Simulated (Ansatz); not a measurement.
Ansatz (an electronic-structure program) input (HF/3-21G): The .json file is the Basis Set Exchange's 3-21G.

Ansatz 0.2 input:
```yaml
crystal:
  periodic: [false, false, false]
  atoms:
    - {symbol: F, position_ang: [1.60314581, -0.77473162, -0.00822054]}
    - {symbol: C, position_ang: [0.71149165, 0.39054809, -0.03370459]}
    - {symbol: C, position_ang: [-0.51606117, -0.12422960, 0.01793748]}
    - {symbol: F, position_ang: [-1.64351215, 0.72548514, 0.01124143]}
    - {symbol: H, position_ang: [-0.80928576, -1.15469266, 0.06741463]}
basis:
  gaussian:
    orbitals: 3-21G.json
hamiltonian:
  xc: {name: HF}
total_charge: -1
phonons: {temperatures: {t_min: 298.15, t_max: 298.15, t_step: 100}}
```

Output:

```
Functional definition: HF
integrals: 0.00 GiB planned
495 factors; integrals over basis functions are off by at most 6.2e-4 eV
mean field: 0.07 GiB planned
mean field evaluation 1: about -7443.1960 eV, gradient 2.1e1 eV
mean field evaluation 2: about -7443.1993 eV, gradient 2.1e1 eV
mean field evaluation 4: about -7444.5392 eV, gradient 2.3e0 eV
mean field evaluation 8: about -7444.5749 eV, gradient 3.9e-5 eV
mean field -7444.57471982 eV, -273.5830748394 hartree, gradient 1.6e-5 eV, S^2 0.000000; 0 other end points of the search recorded, 0 dependent functions left out
the calculation of the forces begins
reference -7444.57471982 eV, -273.5830748394 hartree; 16, 16 occupied and 22, 22 virtual orbitals, 495 factors
these checks for a lower state are left out or cut short: stability, starts, cluster_reference, orbital_swaps, neighbouring_geometries, increment
integrals: 0.00 GiB planned
495 factors; integrals over basis functions are off by at most 6.2e-4 eV
mean field: 0.07 GiB planned
mean field evaluation 16: about -7444.5747 eV, gradient 1.9e-6 eV
mean field -7444.57467671 eV, -273.5830732553 hartree, gradient 1.1e-6 eV, S^2 0.000000; 0 other end points of the search recorded, 0 dependent functions left out
the calculation of the forces begins
reference -7444.57467671 eV, -273.5830732553 hartree; 16, 16 occupied and 22, 22 virtual orbitals, 495 factors
these checks for a lower state are left out or cut short: stability, starts, cluster_reference, orbital_swaps, neighbouring_geometries, increment
integrals: 0.00 GiB planned
495 factors; integrals over basis functions are off by at most 6.2e-4 eV
mean field: 0.07 GiB planned
mean field -7444.57467067 eV, -273.5830730333 hartree, gradient 1.1e-6 eV, S^2 0.000000; 0 other end points of the search recorded, 0 dependent functions left out
the calculation of the forces begins
reference -7444.57467067 eV, -273.5830730333 hartree; 16, 16 occupied and 22, 22 virtual orbitals, 495 factors
these checks for a lower state are left out or cut short: stability, starts, cluster_reference, orbital_swaps, neighbouring_geometries, increment
integrals: 0.00 GiB planned
495 factors; integrals over basis functions are off by at most 6.2e-4 eV
mean field: 0.07 GiB planned
mean field evaluation 32: about -7444.5747 eV, gradient 2.0e-6 eV
mean field -7444.57468743 eV, -273.5830736492 hartree, gradient 1.1e-6 eV, S^2 0.000000; 0 other end points of the search recorded, 0 dependent functions left out
the calculation of the forces begins
reference -7444.57468743 eV, -273.5830736492 hartree; 16, 16 occupied and 22, 22 virtual orbitals, 495 factors
these checks for a lower state are left out or cut short: stability, starts, cluster_reference, orbital_swaps, neighbouring_geometries, increment
integrals: 0.00 GiB planned
495 factors; integrals over basis functions are off by at most 6.2e-4 eV
mean field: 0.07 GiB planned
mean field -7444.57469246 eV, -273.5830738339 hartree, gradient 1.1e-6 eV, S^2 0.000000; 0 other end points of the search recorded, 0 dependent functions left out
the calculation of the forces begins
reference -7444.57469246 eV, -273.5830738339 hartree; 16, 16 occupied and 22, 22 virtual orbitals, 495 factors
these checks for a lower state are left out or cut short: stability, starts, cluster_reference, orbital_swaps, neighbouring_geometries, increment
integrals: 0.00 GiB planned
495 factors; integrals over basis functions are off by at most 6.2e-4 eV
mean field: 0.07 GiB planned
mean field -7444.57461599 eV, -273.5830710237 hartree, gradient 1.1e-6 eV, S^2 0.000000; 0 other end points of the search recorded, 0 dependent functions left out
the calculation of the forces begins
reference -7444.57461599 eV, -273.5830710237 hartree; 16, 16 occupied and 22, 22 virtual orbitals, 495 factors
these checks for a lower state are left out or cut short: stability, starts, cluster_reference, orbital_swaps, neighbouring_geometries, increment
integrals: 0.00 GiB planned
495 factors; integrals over basis functions are off by at most 6.2e-4 eV
mean field: 0.07 GiB planned
mean field -7444.57462021 eV, -273.5830711789 hartree, gradient 1.1e-6 eV, S^2 0.000000; 0 other end points of the search recorded, 0 dependent functions left out
the calculation of the forces begins
reference -7444.57462021 eV, -273.5830711789 hartree; 16, 16 occupied and 22, 22 virtual orbitals, 495 factors
these checks for a lower state are left out or cut short: stability, starts, cluster_reference, orbital_swaps, neighbouring_geometries, increment
integrals: 0.00 GiB planned
495 factors; integrals over basis functions are off by at most 6.2e-4 eV
mean field: 0.07 GiB planned
mean field evaluation 64: about -7444.5746 eV, gradient 1.1e-6 eV
[...]
495 factors; integrals over basis functions are off by at most 6.2e-4 eV
mean field: 0.07 GiB planned
mean field -7444.57461980 eV, -273.5830711637 hartree, gradient 1.1e-6 eV, S^2 0.000000; 0 other end points of the search recorded, 0 dependent functions left out
the calculation of the forces begins
reference -7444.57461980 eV, -273.5830711637 hartree; 16, 16 occupied and 22, 22 virtual orbitals, 495 factors
these checks for a lower state are left out or cut short: stability, starts, cluster_reference, orbital_swaps, neighbouring_geometries, increment
integrals: 0.00 GiB planned
495 factors; integrals over basis functions are off by at most 6.2e-4 eV
mean field: 0.07 GiB planned
mean field -7444.57451304 eV, -273.5830672403 hartree, gradient 1.1e-6 eV, S^2 0.000000; 0 other end points of the search recorded, 0 dependent functions left out
the calculation of the forces begins
reference -7444.57451304 eV, -273.5830672403 hartree; 16, 16 occupied and 22, 22 virtual orbitals, 495 factors
these checks for a lower state are left out or cut short: stability, starts, cluster_reference, orbital_swaps, neighbouring_geometries, increment
integrals: 0.00 GiB planned
495 factors; integrals over basis functions are off by at most 6.3e-4 eV
mean field: 0.07 GiB planned
mean field -7444.57451682 eV, -273.5830673794 hartree, gradient 1.1e-6 eV, S^2 0.000000; 0 other end points of the search recorded, 0 dependent functions left out
the calculation of the forces begins
reference -7444.57451682 eV, -273.5830673794 hartree; 16, 16 occupied and 22, 22 virtual orbitals, 495 factors
these checks for a lower state are left out or cut short: stability, starts, cluster_reference, orbital_swaps, neighbouring_geometries, increment
integrals: 0.00 GiB planned
495 factors; integrals over basis functions are off by at most 6.2e-4 eV
mean field: 0.07 GiB planned
mean field -7444.57457387 eV, -273.5830694760 hartree, gradient 1.1e-6 eV, S^2 0.000000; 0 other end points of the search recorded, 0 dependent functions left out
the calculation of the forces begins
reference -7444.57457387 eV, -273.5830694760 hartree; 16, 16 occupied and 22, 22 virtual orbitals, 495 factors
these checks for a lower state are left out or cut short: stability, starts, cluster_reference, orbital_swaps, neighbouring_geometries, increment
integrals: 0.00 GiB planned
495 factors; integrals over basis functions are off by at most 6.2e-4 eV
mean field: 0.07 GiB planned
mean field evaluation 96: about -7444.5710 eV, gradient 2.2e-1 eV
mean field -7444.57457835 eV, -273.5830696404 hartree, gradient 1.1e-6 eV, S^2 0.000000; 0 other end points of the search recorded, 0 dependent functions left out
the calculation of the forces begins
reference -7444.57457835 eV, -273.5830696404 hartree; 16, 16 occupied and 22, 22 virtual orbitals, 495 factors
these checks for a lower state are left out or cut short: stability, starts, cluster_reference, orbital_swaps, neighbouring_geometries, increment
integrals: 0.00 GiB planned
495 factors; integrals over basis functions are off by at most 6.2e-4 eV
mean field: 0.07 GiB planned
mean field -7444.57466394 eV, -273.5830727859 hartree, gradient 1.1e-6 eV, S^2 0.000000; 0 other end points of the search recorded, 0 dependent functions left out
the calculation of the forces begins
reference -7444.57466394 eV, -273.5830727859 hartree; 16, 16 occupied and 22, 22 virtual orbitals, 495 factors
these checks for a lower state are left out or cut short: stability, starts, cluster_reference, orbital_swaps, neighbouring_geometries, increment
integrals: 0.00 GiB planned
495 factors; integrals over basis functions are off by at most 6.2e-4 eV
mean field: 0.07 GiB planned
mean field -7444.57466946 eV, -273.5830729886 hartree, gradient 1.1e-6 eV, S^2 0.000000; 0 other end points of the search recorded, 0 dependent functions left out
the calculation of the forces begins
reference -7444.57466946 eV, -273.5830729886 hartree; 16, 16 occupied and 22, 22 virtual orbitals, 495 factors
these checks for a lower state are left out or cut short: stability, starts, cluster_reference, orbital_swaps, neighbouring_geometries, increment
integrals: 0.00 GiB planned
495 factors; integrals over basis functions are off by at most 6.2e-4 eV
mean field: 0.07 GiB planned
mean field -7444.57467914 eV, -273.5830733445 hartree, gradient 1.1e-6 eV, S^2 0.000000; 0 other end points of the search recorded, 0 dependent functions left out
the calculation of the forces begins
reference -7444.57467914 eV, -273.5830733445 hartree; 16, 16 occupied and 22, 22 virtual orbitals, 495 factors
these checks for a lower state are left out or cut short: stability, starts, cluster_reference, orbital_swaps, neighbouring_geometries, increment
integrals: 0.00 GiB planned
495 factors; integrals over basis functions are off by at most 6.2e-4 eV
mean field: 0.07 GiB planned
mean field evaluation 128: about -7444.5747 eV, gradient 2.8e-2 eV
mean field -7444.57467290 eV, -273.5830731150 hartree, gradient 1.1e-6 eV, S^2 0.000000; 0 other end points of the search recorded, 0 dependent functions left out
the calculation of the forces begins
reference -7444.57467290 eV, -273.5830731150 hartree; 16, 16 occupied and 22, 22 virtual orbitals, 495 factors
these checks for a lower state are left out or cut short: stability, starts, cluster_reference, orbital_swaps, neighbouring_geometries, increment
integrals: 0.00 GiB planned
495 factors; integrals over basis functions are off by at most 6.3e-4 eV
mean field: 0.07 GiB planned
mean field -7444.57461242 eV, -273.5830708925 hartree, gradient 1.1e-6 eV, S^2 0.000000; 0 other end points of the search recorded, 0 dependent functions left out
the calculation of the forces begins
reference -7444.57461242 eV, -273.5830708925 hartree; 16, 16 occupied and 22, 22 virtual orbitals, 495 factors
these checks for a lower state are left out or cut short: stability, starts, cluster_reference, orbital_swaps, neighbouring_geometries, increment
integrals: 0.00 GiB planned
495 factors; integrals over basis functions are off by at most 6.2e-4 eV
mean field: 0.07 GiB planned
mean field -7444.57460477 eV, -273.5830706113 hartree, gradient 1.1e-6 eV, S^2 0.000000; 0 other end points of the search recorded, 0 dependent functions left out
the calculation of the forces begins
reference -7444.57460477 eV, -273.5830706113 hartree; 16, 16 occupied and 22, 22 virtual orbitals, 495 factors
these checks for a lower state are left out or cut short: stability, starts, cluster_reference, orbital_swaps, neighbouring_geometries, increment
integrals: 0.00 GiB planned
495 factors; integrals over basis functions are off by at most 6.2e-4 eV
mean field: 0.07 GiB planned
mean field -7444.57470284 eV, -273.5830742153 hartree, gradient 1.1e-6 eV, S^2 0.000000; 0 other end points of the search recorded, 0 dependent functions left out
the calculation of the forces begins
reference -7444.57470284 eV, -273.5830742153 hartree; 16, 16 occupied and 22, 22 virtual orbitals, 495 factors
these checks for a lower state are left out or cut short: stability, starts, cluster_reference, orbital_swaps, neighbouring_geometries, increment
integrals: 0.00 GiB planned
495 factors; integrals over basis functions are off by at most 6.2e-4 eV
mean field: 0.07 GiB planned
mean field evaluation 160: about -7444.5747 eV, gradient 2.2e-5 eV
mean field -7444.57470159 eV, -273.5830741694 hartree, gradient 1.1e-6 eV, S^2 0.000000; 0 other end points of the search recorded, 0 dependent functions left out
the calculation of the forces begins
reference -7444.57470159 eV, -273.5830741694 hartree; 16, 16 occupied and 22, 22 virtual orbitals, 495 factors
Total energy: -7444.57471982 eV, -273.5830748394 hartree
Atom 0 at     1.603146    -0.774732    -0.008221 Å, force    -0.001429     0.001266    -0.000016 eV/Å
Atom 1 at     0.711492     0.390548    -0.033705 Å, force     0.000475    -0.000900     0.000025 eV/Å
Atom 2 at    -0.516061    -0.124230     0.017937 Å, force    -0.001172    -0.000966     0.000069 eV/Å
Atom 3 at    -1.643512     0.725485     0.011241 Å, force     0.001793    -0.001138     0.000002 eV/Å
Atom 4 at    -0.809286    -1.154693     0.067415 Å, force     0.000332     0.001737    -0.000079 eV/Å
Dipole moment:    -0.375427    -0.386856     0.025183 e Å
Vibrations: 345.24 362.21 570.41 861.89 963.01 1134.56 1408.65 1699.53 3332.24 cm⁻¹, zero-point energy 0.661934 eV
```

The blocks after the first are displaced geometries, from whose forces the wavenumbers follow.

The dipole moment of an ion depends on the origin.
